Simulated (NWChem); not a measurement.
**Atomisation of C$_{2}$H$_{6}$GeO**

```xyz
10

Ge    -0.7931     0.1340     0.0000
C      0.4437     1.7405     0.0000
H     -0.1572     2.6644     0.0000
H      1.0960     1.7533    -0.8913
H      1.0960     1.7533     0.8913
O      0.4026    -1.2102     0.0000
C      1.8079    -1.2375     0.0000
H      2.2680    -0.2331     0.0000
H      2.1727    -1.7809     0.8905
H      2.1727    -1.7809    -0.8905
```
Charge 0, spin multiplicity 1.

Everything below was run with NWChem. Structure: optimised with B3LYP/def2-SVP, a minimum by its harmonic frequencies. It is one conformer; others weren't searched.

Basis set: def2-TZVP. The atomisation energy is electronic alone: no zero-point, thermal, spin-orbit or counterpoise terms. No value is extrapolated to the basis-set limit. Free atoms are single determinants with multiplicities Ge 3, C 3, H 2, O 3.

The Hamiltonian is non-relativistic. B3LYP has NWChem's definition, with VWN1-RPA local correlation. The structure started from a generated list of species. The stability of the SCF solutions was not checked. Open-shell Hartree-Fock references start from PBE0 orbitals.

Order these methods by the atomisation energy they give, lowest first: HF, M06-2X, r2SCAN, PBE.

HF (621.7 kcal/mol), M06-2X (863.6 kcal/mol), r2SCAN (865.5 kcal/mol), PBE (878.3 kcal/mol)
